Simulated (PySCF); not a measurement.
**A search over the determinants of SnB⁺**

Unrestricted PBE0; basis Sn cc-pVDZ-PP with ECP28, B cc-pVDZ; scalar-relativistic core potentials; PySCF 2.14. Outer shells of the fragments: Sn+ 4d10 5s2 5p1; B 2s2 2p1.

Followed along the bond (rough minima from three points):

```json
{"2Ms+1": "3", "unpaired": "σ ↑, π ↑", "⟨S²⟩ at the start": "2.00", "R at minimum (Å)": "2.40", "Te (eV)": "0.00"}
{"2Ms+1": "1", "unpaired": "σ ↓, π ↑", "⟨S²⟩ at the start": "1.01", "R at minimum (Å)": "2.41", "Te (eV)": "0.18"}
{"2Ms+1": "3", "unpaired": "π ↑↑", "⟨S²⟩ at the start": "2.02", "R at minimum (Å)": "2.18", "Te (eV)": "0.36"}
{"2Ms+1": "1", "unpaired": "π ↑↓", "⟨S²⟩ at the start": "1.01", "R at minimum (Å)": "2.20", "Te (eV)": "0.58"}
{"2Ms+1": "1", "unpaired": "none", "⟨S²⟩ at the start": "0.19", "R at minimum (Å)": "2.28", "Te (eV)": "1.27"}
```

Solutions found at the starting distance of 2.265 Å, counted from the lowest of them; the search is not exhaustive and high or unbound solutions are not listed, so other states can lie among these:

```tsv
2Ms+1	unpaired	term	E (eV)	⟨S²⟩	⟨Lz²⟩	μ (D)
3	σ ↑, π ↑	³Π	0.00	2.00	1.00	1.43
1	σ ↓, π ↑	mixed	0.20	1.01	1.00	1.49
3	π ↑↑	³Σ⁻	0.33	2.02	0.00	1.34
1	π ↑↓	mixed	0.55	1.01	2.01	1.36
1	none	mixed	1.22	0.19	2.00	1.64
1	none	¹Σ⁺	1.38	0.00	0.00	-0.08
3	π ↑↑	mixed	2.47	2.03	2.01	2.53
3	σ ↑↑, π ↑↓	mixed	3.16	3.01	2.01	0.85
```

A term symbol is given only where ⟨S²⟩ and ⟨Lz²⟩ are close to those of a pure state; real π, δ and φ orbitals otherwise mix terms. A positive dipole points towards B; it is taken about the centre of mass and depends on that origin.

Spin–orbit coupling is left out.
